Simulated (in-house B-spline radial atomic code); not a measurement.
Checks on a self-consistent run for Co⁵⁺, [Ar] 3d3 7g1. Method: Dirac-Hartree-Fock, average of configuration, Fermi nucleus of rms radius 3.7875 fm. Calculated with a radial B-spline atomic code at the basis-set limit.

```tsv
orbital	q	ε (Eh)	<1/r>	<r²>	small-component weight
1s1/2	2	-290.18025	27.0358	0.00424312	0.0094527
2s1/2	2	-39.84638	5.87458	0.075977	0.0017756
2p1/2	2	-34.96974	5.79304	0.0605845	0.0017401
2p3/2	4	-34.41730	5.68412	0.0621187	0.0017152
3s1/2	2	-8.56503	1.91164	0.625097	0.00041514
3p1/2	2	-6.94289	1.80169	0.667133	0.00037831
3p3/2	4	-6.86143	1.779	0.679221	0.00037325
3d3/2	1.2	-4.59206	1.57836	0.73955	0.00030306
3d5/2	1.8	-4.58184	1.57325	0.743422	0.00030181
7g7/2	0.44444	-0.36767	0.122827	126.262	9.8407e-06
7g9/2	0.55556	-0.36766	0.122825	126.265	9.8408e-06
```

Electron-electron repulsion V_ee = 441.6831 hartree.

(1) What total energy follows from the eigenvalues?

(2) Does the Dirac virial theorem hold?

(3) What diamagnetic shielding (Lamb formula) and susceptibility (Langevin formula) do the radii give?

Results:

(1) The eigenvalues count the repulsion twice, so E = Σqε - V_ee = -940.249 - 441.683 = -1381.932 hartree; the run printed -1381.932.

(2) For a point nucleus E = -2c²Σq·w, with w the small-component weight. Here Σq·w = 0.036795 and c = 137.0360, so the ratio E/(-2c²Σq·w) is 1.000007; the finite nucleus accounts for the departure from 1.

(3) σ = (α²/3)Σq<1/r> = 119.535/(3·137.036²) = 2121.8 ppm, and χ = -0.79199×10⁻⁶·Σq<r²> = -106.4×10⁻⁶ cm³/mol with Σq<r²> = 134.32 bohr². Both are non-relativistic formulas without the paramagnetism of open shells.
